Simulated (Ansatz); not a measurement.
Nudged elastic band run: AlH3OS2

The input (input.yaml):

```yaml
crystal:
  periodic: [false, false, false]
  atoms:
    - { symbol: O, position_ang: [-1.981392, 0.194465, 0.458291] }
    - { symbol: Al, position_ang: [-0.335648, 0.028473, 0.124624] }
    - { symbol: S, position_ang: [0.965364, 0.003332, 1.871252] }
    - { symbol: S, position_ang: [0.376341, -0.145306, -1.935027] }
    - { symbol: H, position_ang: [-2.742674, 0.23749, -0.118331] }
    - { symbol: H, position_ang: [2.098423, -0.154632, 1.156388] }
    - { symbol: H, position_ang: [1.680886, -0.231821, -1.602896] }
basis:
  gaussian: { orbitals: def2-SVP }
hamiltonian:
  xc: r2scanh
  dispersion: d4
neb:
  order_check: false
  images: 9
  f_tol: 0.03
  max_iterations: 60
  final_atoms:
    - { symbol: O, position_ang: [-1.74811458, 0.15911991, 0.27247369] }
    - { symbol: Al, position_ang: [-0.06767483, 0.01247532, 0.24866204] }
    - { symbol: S, position_ang: [0.93021365, 0.01678191, 2.17879308] }
    - { symbol: S, position_ang: [1.136546, -0.17747827, -1.56631777] }
    - { symbol: H, position_ang: [-2.41847229, 0.19686026, -0.40689243] }
    - { symbol: H, position_ang: [2.1534247, -0.13231748, 1.62678881] }
    - { symbol: H, position_ang: [0.07537734, -0.14344066, -2.39920642] }
  initial_path:
    images:
      - { positions_ang: [[-1.981392, 0.194465, 0.458291], [-0.335648, 0.028473, 0.124624], [0.965364, 0.003332, 1.871252], [0.376341, -0.145306, -1.935027], [-2.742674, 0.23749, -0.118331], [2.098423, -0.154632, 1.156388], [1.680886, -0.231821, -1.602896]] }
      - { positions_ang: [[-1.93602326, 0.14357484, 0.38518029], [-0.27782522, -0.08088265, 0.09134213], [1.01025819, -0.13130741, 1.86067544], [0.49086324, -0.30369485, -1.96132214], [-2.5506882, 0.38287757, -0.09668539], [2.00169321, 0.0148498, 1.27245078], [1.32302204, -0.0934163, -1.59734011]] }
      - { positions_ang: [[-1.89065452, 0.09268467, 0.31206959], [-0.22000244, -0.1902383, 0.05806026], [1.05515238, -0.26594681, 1.85009889], [0.60538547, -0.4620837, -1.98761728], [-2.35870239, 0.52826513, -0.07503979], [1.90496342, 0.1843316, 1.38851357], [0.96515808, 0.04498841, -1.59178423]] }
      - { positions_ang: [[-1.84528578, 0.04179451, 0.23895888], [-0.16217966, -0.29959394, 0.02477839], [1.10004656, -0.40058622, 1.83952233], [0.71990771, -0.62047255, -2.01391243], [-2.16671659, 0.6736527, -0.05339418], [1.80823363, 0.3538134, 1.50457635], [0.60729412, 0.18339311, -1.58622834]] }
      - { positions_ang: [[-1.79991704, -0.00909566, 0.16584818], [-0.10435687, -0.40894959, -0.00850348], [1.14494075, -0.53522562, 1.82894577], [0.83442994, -0.7788614, -2.04020757], [-1.97473078, 0.81904026, -0.03174858], [1.71150384, 0.52329519, 1.62063914], [0.24943016, 0.32179781, -1.58067246]] }
      - { positions_ang: [[-1.7545483, -0.05998582, 0.09273747], [-0.04653409, -0.51830524, -0.04178535], [1.18983494, -0.66986503, 1.81836921], [0.94895218, -0.93725025, -2.06650271], [-1.78274498, 0.96442783, -0.01010297], [1.61477406, 0.69277699, 1.73670192], [-0.1084338, 0.46020252, -1.57511657]] }
      - { positions_ang: [[-1.75326156, -0.01616468, 0.12868471], [-0.05076224, -0.41214913, 0.01630413], [1.13791068, -0.53253564, 1.89045399], [0.98647094, -0.78529585, -1.96646572], [-1.90989044, 0.81091432, -0.08946087], [1.72250418, 0.5277581, 1.7147193], [-0.07167157, 0.33947388, -1.73993454]] }
      - { positions_ang: [[-1.75197481, 0.02765647, 0.16463196], [-0.05499039, -0.30599301, 0.0743936], [1.08598643, -0.39520625, 1.96253876], [1.02398971, -0.63334146, -1.86642873], [-2.0370359, 0.6574008, -0.16881876], [1.83023431, 0.3627392, 1.69273668], [-0.03490934, 0.21874525, -1.90475251]] }
      - { positions_ang: [[-1.75068807, 0.07147762, 0.2005792], [-0.05921853, -0.1998369, 0.13248308], [1.03406217, -0.25787687, 2.03462353], [1.06150847, -0.48138706, -1.76639174], [-2.16418136, 0.50388729, -0.24817665], [1.93796444, 0.19772031, 1.67075405], [0.00185288, 0.09801661, -2.06957048]] }
      - { positions_ang: [[-1.74940132, 0.11529876, 0.23652644], [-0.06344668, -0.09368079, 0.19057256], [0.98213791, -0.12054748, 2.10670831], [1.09902724, -0.32943266, -1.66635476], [-2.29132683, 0.35037378, -0.32753454], [2.04569457, 0.03270141, 1.64877143], [0.03861511, -0.02271202, -2.23438845]] }
      - { positions_ang: [[-1.74811458, 0.15911991, 0.27247369], [-0.06767483, 0.01247532, 0.24866204], [0.93021365, 0.01678191, 2.17879308], [1.136546, -0.17747827, -1.56631777], [-2.41847229, 0.19686026, -0.40689243], [2.1534247, -0.13231748, 1.62678881], [0.07537734, -0.14344066, -2.39920642]] }
```

Command:

```bash
$ ansatz run input.yaml --threads 2 --pin off --max-ram 3072MiB --backend cpu --events-out ev --progress --plain --runs-dir out
```

Output, in part (warnings, iteration lines, the closing report on the highest movable image, with atoms numbered from 0):

```
NEB end point (image 0): max|allowed force component| = 9.193e-3 eV/Å (the criterion of neb.relax_end_points is 1.000e-2)
NEB end point (image 10): max|allowed force component| = 3.362e-3 eV/Å (the criterion of neb.relax_end_points is 1.000e-2)
NEB iter   1: max|band force component| = 7.203e1 eV/Å  barrier→ = 22.3139 eV  barrier← = 22.3114 eV  Δτ_max = 0.1951 Å  (283 SCF iters)
NEB iter   2: max|band force component| = 1.196e1 eV/Å  barrier→ = 2.6852 eV  barrier← = 2.6827 eV  Δτ_max = 0.2000 Å  (259 SCF iters)
NEB iter   3: max|band force component| = 8.638e0 eV/Å  barrier→ = 1.3013 eV  barrier← = 1.2988 eV  Δτ_max = 0.1981 Å  (253 SCF iters)
NEB iter   4: max|band force component| = 4.180e0 eV/Å  barrier→ = 0.5949 eV  barrier← = 0.5924 eV  Δτ_max = 0.1967 Å  (253 SCF iters)
NEB iter   5: max|band force component| = 6.317e0 eV/Å  barrier→ = 0.6555 eV  barrier← = 0.6530 eV  Δτ_max = 0.0999 Å  (248 SCF iters)
NEB iter   6: max|band force component| = 9.012e-1 eV/Å  barrier→ = 0.2859 eV  barrier← = 0.2834 eV  Δτ_max = 0.1989 Å  (239 SCF iters)
NEB iter   7: max|band force component| = 1.934e1 eV/Å  barrier→ = 2.4662 eV  barrier← = 2.4638 eV  Δτ_max = 0.1005 Å  (246 SCF iters)
NEB iter   8: max|band force component| = 4.117e0 eV/Å  barrier→ = 0.4237 eV  barrier← = 0.4212 eV  Δτ_max = 0.1995 Å  (236 SCF iters)
NEB iter   9: max|band force component| = 1.753e0 eV/Å  barrier→ = 0.2251 eV  barrier← = 0.2226 eV  Δτ_max = 0.1983 Å  (239 SCF iters)
NEB iter  10: max|band force component| = 1.217e0 eV/Å  barrier→ = 0.1441 eV  barrier← = 0.1417 eV  Δτ_max = 0.2000 Å  (239 SCF iters)
NEB iter  11: max|band force component| = 5.470e-1 eV/Å  barrier→ = 0.1090 eV  barrier← = 0.1066 eV  Δτ_max = 0.1986 Å  (243 SCF iters)
NEB iter  12: max|band force component| = 5.569e-1 eV/Å  barrier→ = 0.1211 eV  barrier← = 0.1187 eV  Δτ_max = 0.1014 Å  (242 SCF iters)
NEB iter  13: max|band force component| = 3.370e-1 eV/Å  barrier→ = 0.1060 eV  barrier← = 0.1035 eV  CI = image 5  Δτ_max = 0.0998 Å  (238 SCF iters)
NEB iter  14: max|band force component| = 2.823e-1 eV/Å  barrier→ = 0.1012 eV  barrier← = 0.0988 eV  CI = image 5  Δτ_max = 0.0999 Å  (234 SCF iters)
NEB iter  15: max|band force component| = 1.091e-1 eV/Å  barrier→ = 0.1004 eV  barrier← = 0.0979 eV  CI = image 5  Δτ_max = 0.0656 Å  (228 SCF iters)
NEB iter  16: max|band force component| = 8.056e-2 eV/Å  barrier→ = 0.1002 eV  barrier← = 0.0978 eV  CI = image 5  Δτ_max = 0.0278 Å  (219 SCF iters)
NEB iter  17: max|band force component| = 1.449e-1 eV/Å  barrier→ = 0.1001 eV  barrier← = 0.0976 eV  CI = image 5  Δτ_max = 0.0140 Å  (218 SCF iters)
NEB iter  18: max|band force component| = 8.391e-2 eV/Å  barrier→ = 0.1000 eV  barrier← = 0.0976 eV  CI = image 5  Δτ_max = 0.0139 Å  (219 SCF iters)
NEB iter  19: max|band force component| = 4.736e-2 eV/Å  barrier→ = 0.1000 eV  barrier← = 0.0975 eV  CI = image 5  Δτ_max = 0.0140 Å  (212 SCF iters)
NEB iter  20: max|band force component| = 5.239e-2 eV/Å  barrier→ = 0.1000 eV  barrier← = 0.0975 eV  CI = image 5  Δτ_max = 0.0070 Å  (201 SCF iters)
NEB iter  21: max|band force component| = 1.854e-2 eV/Å  barrier→ = 0.1000 eV  barrier← = 0.0975 eV  CI = image 5  Δτ_max = 0.0000 Å  (430 SCF iters)
Total energy: -30353.70232446 eV, -1115.4779859456 hartree
Atom 0 at    -1.855439     0.114646     0.456300 Å, force     0.003927    -0.000393    -0.002804 eV/Å
Atom 1 at    -0.203362    -0.140147     0.193832 Å, force    -0.001313    -0.003328     0.000504 eV/Å
Atom 2 at     1.018378    -0.036616     1.987082 Å, force     0.000699     0.001381     0.003584 eV/Å
Atom 3 at     0.667627    -0.546119    -1.788469 Å, force    -0.001145    -0.000270     0.001707 eV/Å
Atom 4 at    -2.556993     0.073724    -0.194242 Å, force    -0.002476     0.000542     0.001269 eV/Å
Atom 5 at     2.154408    -0.309268     1.311387 Å, force    -0.001291    -0.000217    -0.001924 eV/Å
Atom 6 at     0.836681     0.775781    -2.011590 Å, force     0.001599     0.002284    -0.002336 eV/Å
Dipole moment:    -0.067444     0.127263    -0.356424 e Å
```

The run converged. A vibrational analysis at the climbing image gives one clearly imaginary mode, 187i cm⁻¹: a first-order saddle point.

Final band:

| image | path coordinate (Å) | energy (eV) |
| --- | --- | --- |
| 0 | 0.00 | 0.000 |
| 1 | 0.33 | 0.004 |
| 2 | 0.65 | 0.023 |
| 3 | 0.98 | 0.056 |
| 4 | 1.31 | 0.088 |
| 5 | 1.63 | 0.100 |
| 6 | 1.95 | 0.089 |
| 7 | 2.26 | 0.060 |
| 8 | 2.58 | 0.028 |
| 9 | 2.89 | 0.007 |
| 10 | 3.21 | 0.002 |

The run took 4.1 min on 2 threads of Intel(R) Xeon(R) 6975P-C (Granite Rapids), with other jobs on the host, peak memory 0.21 GiB.
